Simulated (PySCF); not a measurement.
Finite-field polarisability of Ge (germanium, neutral)

[Ar] 3d10 4s2 4p2, high-spin 3P determinant. Computed with PySCF 2.14 in aug-cc-pwCVTZ-PP with ECP10MDF (8s7p6d4f1g, 96 functions), with a scalar-relativistic core potential. Frozen: 3s2 3p6 3d10. Energy changes in a uniform field (μhartree):

```
axis  F (au)        HF       MP2      CCSD   CCSD(T)
   x  0.0025  -104.000  -103.737  -103.083  -103.282
   x   0.005  -416.157  -415.113  -412.495  -413.292
   y  0.0021   -99.870   -98.944   -98.643   -98.842
   y  0.0042  -400.076  -396.362  -395.157  -395.955
```

By symmetry the remaining axis equals y.

Question: Derive α along x at CCSD(T) from the two fields.

Answer: With ΔE = −αF²/2 − γF⁴/24, α = −(16 ΔE(F) − ΔE(2F))/(6F²) = 33.05 bohr³.

Question: And the mean polarisability at each level?

Answer: The components xx, yy, zz at CCSD(T) are 33.05, 44.80, 44.80, the third axis being equal by symmetry to one of the two computed. Means: HF 41.27, MP2 40.96, CCSD 40.80, CCSD(T) 40.88 bohr³. Reference: 40 ± 1 bohr³ (recommended; Schwerdtfeger and Nagle, table of static dipole polarizabilities (2023 update)).
